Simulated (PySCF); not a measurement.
**Working out the ionisation energy of Kr**

Kr [Kr] (1S) → Kr⁺ [Ar] 3d10 4s2 4p5 (2P). Calculation: PySCF 2.14, in dyall-av2z (16s12p8d, 92 functions); no relativity, point nucleus. Frozen: [Ar] 3d10; the 39 highest virtual orbitals dropped. Energies in hartree (1 hartree = 27.21139 eV):

| part | Kr (lower) | Kr⁺ (upper) |
| --- | --- | --- |
| UHF | -2752.023584 | -2751.537651 |
| CCSD correlation | -0.149213 | -0.124048 |
| (T) | -0.002642 | -0.001853 |

What does Hartree-Fock give?

(-2751.537651) − (-2752.023584) = 0.485933 hartree = 13.223 eV.

What do CCSD and CCSD(T) give?

The CCSD correlation energies differ by 0.025165 hartree = 0.685 eV and the triples by 0.000789 hartree = 0.021 eV, so CCSD gives 13.908 eV and CCSD(T) 13.929 eV.

Measured between the centres of the two terms (NIST): 14.222 eV, so CCSD(T) (valence) is off by -0.293 eV.

The calculation is non-relativistic.

A double-zeta basis recovers only part of the correlation energy.

What remains against the reference includes basis incompleteness, the frozen core and higher excitations.
